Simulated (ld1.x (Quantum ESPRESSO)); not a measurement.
## Cutoff test, Cs (Z = 55), PAW

```json
{"Element": "Cs (Z = 55)", "Generator": "ld1.x (Quantum ESPRESSO) 7.5", "Type": "PAW", "Functional": "LDA (PZ)", "Relativity": "scalar-relativistic", "Frozen core": "[Kr] 4d10", "Valence charge": "9", "Reference configuration": "5s2 5p6 5d0 6s1 6p0", "Partial waves": "5s (bound): rcut 2.60, rcutus 3.55 bohr; 6s (bound): rcut 2.60, rcutus 3.55 bohr; 5p (bound): rcut 2.75, rcutus 2.90 bohr; 6p (bound, empty): rcut 2.75, rcutus 2.90 bohr; 5d (bound, empty): rcut 3.50, rcutus 4.55 bohr; 5d channel at 3.8 Ry: rcut 3.50, rcutus 4.55 bohr", "Local potential": "all-electron potential smoothed inside 3.65 bohr (lloc = -2)", "Core correction": "a·sin(br)/r model core inside 3.00 bohr", "Augmentation charge": "PSQ, inside the norm-conserving radii"}
```

The pseudo-atom Hamiltonian at the reference potential is diagonalised in spherical Bessel functions j_l(qr) that vanish at 20 bohr, with q² up to the cutoff. All-electron valence levels (Ry): 5s -1.9768, 6s -0.1637, 5p -1.0001, 6p -0.0573, 5d -0.0353.

**Question.** How do the lowest levels (Ry) of each channel move with the cutoff, and are there ghosts?

**Answer.**

```
cutoff (Ry)     s #1     s #2    s #3     p #1     p #2    p #3     d #1    f #1    f #2  Σ f·Δε (mRy)
          8  -1.9768  -0.1635  0.0107  -0.9984  -0.0550  0.0590  -0.0350  0.0781  0.1897          10.4
         10  -1.9768  -0.1635  0.0107  -0.9999  -0.0561  0.0582  -0.0350  0.0781  0.1897           1.8
         12  -1.9768  -0.1636  0.0106  -0.9999  -0.0566  0.0577  -0.0350  0.0781  0.1897           1.4
         15  -1.9768  -0.1637  0.0106  -1.0000  -0.0568  0.0575  -0.0350  0.0781  0.1897           0.4
         18  -1.9768  -0.1637  0.0106  -1.0001  -0.0568  0.0575  -0.0350  0.0781  0.1897           0.1
         21  -1.9768  -0.1637  0.0106  -1.0001  -0.0568  0.0575  -0.0350  0.0781  0.1897           0.1
        400  -1.9768  -0.1637  0.0106  -1.0001  -0.0568  0.0575  -0.0350  0.0781  0.1897           0.0
```

Result: no extra level below or beside the all-electron valence levels (s, p, d, f tested); 10 mRy is reached at 10 Ry and 1 mRy at 15 Ry.

Test run stopped at test 4 of 9 (negative rho).
